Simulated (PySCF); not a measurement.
**Chlorine: a sound run and one with changed settings**

Sound run: Cl²⁺ [Ne] 3s2 3p3, Cl³⁺ [Ne] 3s2 3p2. All numbers are calculated (PySCF 2.14, the non-relativistic Hamiltonian (point nucleus), in def2-SVP (4s3p1d, 18 functions)). The sound run starts from symmetry-adapted Hartree-Fock orbitals and uses a fine grid where one is needed.

Changed run: 26 angular points. This setting is unsound on purpose.

```csv
species,method,sound run (hartree),changed run (hartree),converged
Cl²⁺,UHF,-458.05079,-458.05079,yes
Cl²⁺,M06-2X,-458.61924,-458.61924,yes
Cl²⁺,LDA,-457.12105,-457.12105,yes
Cl³⁺,UHF,-456.62025,-456.62025,yes
Cl³⁺,M06-2X,-457.17060,-457.17242,yes
Cl³⁺,LDA,-455.66413,-455.66427,yes
```

Ionisation energy of Cl²⁺:

```
method  sound run (eV)  changed run (eV)
   UHF          38.927            38.927
M06-2X          39.420            39.370
   LDA          39.645            39.641
```

A coarse angular grid integrates products of high-l functions wrongly, so density functionals can shift, and the SCF can exploit the error; Hartree-Fock and MP2 need no grid.

For comparison, NIST gives 39.8 ± 0.11 eV between the lowest levels.
